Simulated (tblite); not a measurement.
Cl₄Hf, charge -1, doublet, at a GFN2-xTB geometry (such geometries of metal compounds can be far from the true shape) (the multiplicity is a formal guess); GFN1-xTB with ALPB(water) in tblite.

The tblite input:
```
$ tblite run mol.xyz --method gfn1 --charge -1 --spin 1 --alpb water --json tblite.json --no-restart

# file mol.xyz
5

Hf     0.00000000     0.00000000    -0.00000000
Cl     1.82374327    -0.59211105    -1.26725200
Cl     0.68133758     0.49595755     2.13830958
Cl    -1.01228908     1.84282251    -0.92835265
Cl    -1.49279177    -1.74666901     0.05729507
```

It wrote (shortened):

```
xTB calculator
 | screened Coulomb repulsion
 | Coulomb electrostatics
 |  * isotropic Klopman-Ohno-Mataga-Nishimoto electrostatics
 |  * onsite third-order electrostatics
 | DFT-D3(BJ) dispersion correction
 | Interactions (3)
 | [1] alpb/gbsa reaction field model
 | [2] cds contribution to solvation
 | [3] empirical free energy shift and standard state/solvent correction

halogen bonding energy    0.0000000000000E+00 Eh
repulsion energy          4.2919661611826E-02 Eh
dispersion energy        -3.0238397103405E-03 Eh
interaction energy       -1.0470180007778E-03 Eh
number of electrons       3.3000000000000E+01 e
integral cutoff           3.5545256755052E+01 bohr

------------------------------------------------------------
  cycle        total energy    energy error   density error
------------------------------------------------------------
      1     -18.51301626534  -1.8551865E+01   6.8559687E-01
      2     -18.66614271096  -1.5312645E-01   3.7046258E-01
      3     -18.51569881171   1.5044390E-01   3.6448832E-01
      4     -21.51215551540  -2.9964567E+00   1.8212312E+00
      5     -18.57559528713   2.9365602E+00   3.0606224E-01
      6     -18.71525282297  -1.3965754E-01   8.3589850E-02
      7     -18.70113625266   1.4116570E-02   1.2329002E-01
      8     -18.70501006843  -3.8738158E-03   1.0880418E-01
      9     -18.71019326362  -5.1831952E-03   7.9107799E-02
     10     -18.71389456495  -3.7013013E-03   4.9891782E-02
     11     -18.71552030291  -1.6257380E-03   3.0388462E-02
     12     -18.71624110482  -7.2080191E-04   1.6221857E-02
     13     -18.71648056157  -2.3945675E-04   7.2567945E-03
     14     -18.71653297505  -5.2413474E-05   2.9136427E-03
     15     -18.71654181559  -8.8405425E-06   1.1828963E-03
     16     -18.71654347637  -1.6607848E-06   3.7293726E-04
     17     -18.71654367268  -1.9630549E-07   3.0609435E-05
     18     -18.71654367434  -1.6612525E-09   1.3535261E-06
------------------------------------------------------------

electronic energy        -1.8755392478242E+01 Eh
total energy             -1.8716543674341E+01 Eh

Post processing:
 | Mayer-Wiberg bond orders

[Info] JSON dump of results written to 'tblite.json'
```
